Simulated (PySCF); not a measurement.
## The second ionisation energy along group 16

All values are computed (PySCF 2.14, energy differences of UHF-based or UKS calculations, no spin-orbit coupling). Values in eV. The last column holds reference values (NIST; (s) semi-empirical, (t) theoretical, else measured). Unmarked ones compare directly (S terms, centres of terms, or small fine structure); those marked * lie between the lowest fine-structure levels and include a spin-orbit shift.

```
                                                                              element                         configurations     LDA     PBE    PBE0  r2SCAN  MP2 (valence and next inner shell)  SCS-MP2 (valence and next inner shell)        reference
 O (x2c-QZVPPall with one added diffuse shell each of s, p, d, f type, spin-free X2C)            [He] 2s2 2p3 → [He] 2s2 2p2  35.582  35.271  35.305  35.477                              35.270                                  34.997         35.121 *
 S (x2c-QZVPPall with one added diffuse shell each of s, p, d, f type, spin-free X2C)            [Ne] 3s2 3p3 → [Ne] 3s2 3p2  23.392  23.301  23.369  23.495                              23.390                                  23.197         23.338 *
Se (x2c-QZVPPall with one added diffuse shell each of s, p, d, f type, spin-free X2C)  [Ar] 3d10 4s2 4p3 → [Ar] 3d10 4s2 4p2  21.468  21.300  21.394  21.579                              21.530                                  21.332  21.196 ± 0.01 *
Te (x2c-QZVPPall with one added diffuse shell each of s, p, d, f type, spin-free X2C)  [Kr] 4d10 5s2 5p3 → [Kr] 4d10 5s2 5p2  18.942  18.753  18.855  18.994                              19.018                                  18.829     18.6 ± 0.4 *
```

"Valence" correlates the outer s and p shells and, in groups 3 to 12 and the f block, the outer d or f shell, open or full, or the next shell where the ion has no valence electron left; the wider scheme adds the next inner shell.
